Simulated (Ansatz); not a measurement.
Geometry optimisation, Ansatz 0.2.0, RKS PBE0-D4/def2-mTZVP.

The input (input.yaml):

```yaml
crystal:
  periodic: [false, false, false]
  atoms:
    - { symbol: Ge, position_ang: [0.0, 0.0, 0.0] }
    - { symbol: Cl, position_ang: [0.0, 0.0, 2.22] }
    - { symbol: H, position_ang: [1.4616, 0.0, -0.5162] }
    - { symbol: H, position_ang: [-0.73, 1.2648, -0.5162] }
    - { symbol: H, position_ang: [-0.73, -1.2648, -0.5162] }
basis:
  gaussian: { orbitals: def2-mTZVP }
hamiltonian:
  xc: pbe0
  dispersion: d4
relax:
  f_tol: 0.02
  max_steps: 40
```

Run as:

```bash
$ ansatz run input.yaml --threads 1 --pin off --max-ram 2048MiB --backend cpu --events-out ev --progress --plain --runs-dir out
```

Problem. Where does it end, and by what steps?

Solution. The run converged. After 3 steps the energy has fallen by 0.055 eV; Cl2 moved furthest, 0.08 Å.

```tsv
step	energy less start (eV)	largest force component (eV/Å)	accepted
0	0.0000	0.961	yes
1	-0.0371	0.228	yes
2	-0.0445	0.547	yes
3	-0.0547	0.020	yes
```

```xyz
5
Properties=species:S:1:pos:R:3
Ge 0.000 0.000 -0.027
Cl 0.000 0.000 2.136
H 1.466 0.000 -0.479
H -0.732 1.269 -0.479
H -0.732 -1.269 -0.479
```

Time of the run: 9.1 s on 1 thread of Arm Neoverse V1 (shared host), peak memory 0.13 GiB.
